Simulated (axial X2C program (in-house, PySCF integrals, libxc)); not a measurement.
**Ionising BeSe**

All values come from calculations with an in-house relativistic program for diatomic molecules, spin-free (one-electron X2C) or two-component (2c: spin–orbit coupling with atomic mean-field Coulomb and Gaunt terms, which also bring small scalar terms), in Dyall basis sets with cores contracted in-house; open shells are unrestricted.

Basis sets: Be dyall-cv3z, Se dyall-cv3z.

| Hamiltonian | level | BeSe state | Re (Å) | ωe (cm⁻¹) | De (eV) |
| --- | --- | --- | --- | --- | --- |
| spin-free | HF | M_S = 0, Λ = 0 | 1.853 | 888.3 | 1.22 |
| spin-free | PBE0 | M_S = 0, Λ = 0 | 1.858 | 866.1 | 2.97 |

Adiabatic ionisation energy (minimum to minimum, no zero-point term) and constants of BeSe⁺:

| Hamiltonian | level | BeSe⁺ state | IE (eV) | Re (Å) | ωe (cm⁻¹) | De (eV) | fragments |
| --- | --- | --- | --- | --- | --- | --- | --- |
| spin-free | HF | M_S = 1/2, Λ = 1 | 7.55 | 1.967 | 745.1 | 1.71 | Se + Be+ |
| spin-free | PBE0 | M_S = 1/2, Λ = 1 | 8.80 | 1.960 | 745.3 | 3.15 | Se + Be+ |

Add the zero-point terms to the ionisation energy at PBE0, spin-free, and say whether the electron removed was bonding.

IE0 = IE + (ωe⁺ − ωe)/2 = 8.80 + (-0.007) = 8.79 eV. Re changes by 0.102 Å, so the bond lengthens, as on loss of a bonding electron.

Close the cycle De(BeSe⁺) + IE(BeSe) = De(BeSe) + IE(Be) to find the atomic ionisation energy at PBE0, spin-free.

IE(Be) = 3.15 + 8.80 − 2.97 = 8.98 eV, for the determinants used.

Each entry is the lowest single determinant of a limited PBE0 search at one distance. De goes to single-determinant-based atoms at the same level (for ions the charge split of lowest energy) and is withheld (n/a) where an atom does not fit its ground term or J level. Main or longest-lived isotopes. One determinant is a doubtful description, or other states lie close, for BeSe⁺; these need not be ground states, and all values refer to the states named. The functionals have no current term, which raises determinants with orbital currents.
